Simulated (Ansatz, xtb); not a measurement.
## Relative energy of two structures of AlH4InSi

Structure a: `[AlH2][SiH2][In]`, a singlet. Structure b: a triplet given by its coordinates. Both are isolated molecules in the gas phase, relaxed with B3LYP-D3(BJ)/def2-SVP; the shapes shown needn't be the lowest conformers.

a (Å):

```xyz
7

Al   -1.4156    1.5366   -1.6075
In    1.6820   -0.7529    0.7384
Si   -0.7684   -0.5624   -0.6093
H    -0.9332    1.9263   -3.0759
H    -0.7093   -1.6573   -1.6431
H    -1.7849   -1.0145    0.4073
H    -2.1499    2.6585   -0.7456
```

b (Å):

```csv
atom,x (Å),y (Å),z (Å)
Al,-0.4831,-0.3428,-1.9782
In,1.3475,0.4804,0.2501
Si,-1.6795,0.8712,-0.1703
H,-0.2179,0.5391,-3.2728
H,-0.7197,-1.9136,-1.9587
H,-2.4278,0.2290,0.9579
H,-2.0009,2.3347,-0.1724
```

Close contacts (Å): Al1–In2 3.00, Al1–Si3 2.48, In2–Si3 3.08, Al1–H4 1.59, Al1–H5 1.59, Si3–H6 1.50, Si3–H7 1.50.

Task: Which of the two would you expect CCSD(T)/def2-TZVP electronic energies to favour?

Result: Structure a; the calculation gives E(b) − E(a) = +21.7 kcal/mol.

The same difference at several levels:

```
                level               geometry  E(b) − E(a) (kcal/mol)  departure from the last row (kcal/mol)  job, with rough time for the two
B3LYP-D3(BJ)/def2-SVP  B3LYP-D3(BJ)/def2-SVP                     +21.5                                    −0.2                optimisation, 97 s
         HF/def2-TZVP  B3LYP-D3(BJ)/def2-SVP                     +12.5                                    −9.2           part of the CCSD(T) run
        MP2/def2-TZVP  B3LYP-D3(BJ)/def2-SVP                     +21.6                                    −0.2           part of the CCSD(T) run
    CCSD(T)/def2-TZVP  B3LYP-D3(BJ)/def2-SVP                     +21.7                                                        single point, 85 s
```

None of the levels shown reverses the order. The largest departure from CCSD(T)/def2-TZVP is that of HF/def2-TZVP, 9.2 kcal/mol. Levels run at GFN2-xTB geometries aren't shown. The triplet state of b needn't be its ground state.

With harmonic frequencies from B3LYP-D3(BJ)/def2-SVP (ideal gas, rigid rotor, one conformer each, 1000 K, 1 atm): the zero-point term adds −0.4 kcal/mol; ΔH is +21.7 and ΔG +18.9 kcal/mol.

Open shells are spin-unrestricted. The correlated steps freeze 14 core orbitals; the filled d shell of In is correlated, in a basis made for valence electrons. Atoms past krypton carry core potentials in the def2 sets and no spin–orbit term is included. ΔG holds the spin degeneracy. Codes used: Ansatz 0.2.0; the last row on 1 thread of Intel(R) Xeon(R) 6975P-C (Granite Rapids) on a shared host.
